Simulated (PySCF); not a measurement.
AsFH₄Si.
Cartesian coordinates in Å at the PBE0-D3(BJ)/def2-SVP level; atoms count from 1:
```xyz
7
AsFH4Si angstrom
F     -1.742   -0.541    1.264
Si    -0.847    0.191    0.116
As     1.399    0.234    0.833
H     -1.060   -0.555   -1.157
H     -1.326    1.596   -0.024
H      1.778    0.966   -0.455
H      1.693   -1.129    0.214
```

Computed with MP2 and CCSD/aug-cc-pVDZ in PySCF, restricted Hartree–Fock reference, frozen core, non-relativistic, gas phase, PBE0-D3(BJ)/def2-SVP geometry.

E(HF) = -2624.93988 Eh.

(1) How large is the problem?

(2) What are the MP2 and CCSD correlation energies?

(3) What is the T1 diagnostic?

(4) How does correlation change the dipole moment?

## Answers

(1) 122 basis functions and 60 electrons; 15 orbitals frozen, which leaves o = 15 correlated occupied and v = 92 virtual orbitals. That is o·v = 1380 singles and o·v(o·v + 1)/2 = 952890 distinct closed-shell doubles amplitudes before symmetry; the costliest CCSD step grows as o²v⁴ = 1.6 × 10^10.

(2) MP2 -0.4528 Eh and CCSD -0.4920 Eh, which gives totals of -2625.39270 and -2625.43190 Eh. That is 0.446 eV for each correlated electron at CCSD (1292 kJ/mol in all, 0.019 % of the total energy); MP2 gives 92.0 % of the CCSD value.

(3) 0.0116, below the customary warning level of 0.02. It is the norm of the spatial-orbital singles amplitudes over the root of the number of correlated electrons, so the norm is 0.064.

(4) HF gives 1.75 D and CCSD (unrelaxed density) 1.55 D, a change of -0.20 D.

Connected triples and the basis-set limit are missing.

The job also held the EOM ionisation and excitation roots. Time: 9.7 min of wall time; peak memory 1.9 GiB. Hardware: one thread, Intel Xeon Platinum 8488C (x86_64), no GPU, shared host.

One conformer stands for the species.
